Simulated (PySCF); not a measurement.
## Electron correlation in Tc²⁺ (technetium, charge +2)

[Kr] 4d4 5p1, one real determinant (an excited configuration). Computed with PySCF 2.14 in aug-cc-pVTZ-DK, with scalar relativity by spin-free X2C-1e. Frozen: [Kr]; 5 electrons correlated.

MP2 pair energies summed by pair of shells (mhartree):

```csv
pair,energy,share (%)
4d-4d,-34.70,72.6
4d-5p,-13.06,27.4
```

Total MP2 correlation energy: -47.76 mhartree.

Same-spin part -47.76 and opposite-spin part 0.00 mhartree; SCS-MP2 scales them by 1/3 and 6/5 to -15.92 mhartree.

The reference is one real determinant that mixes LS terms of this configuration.
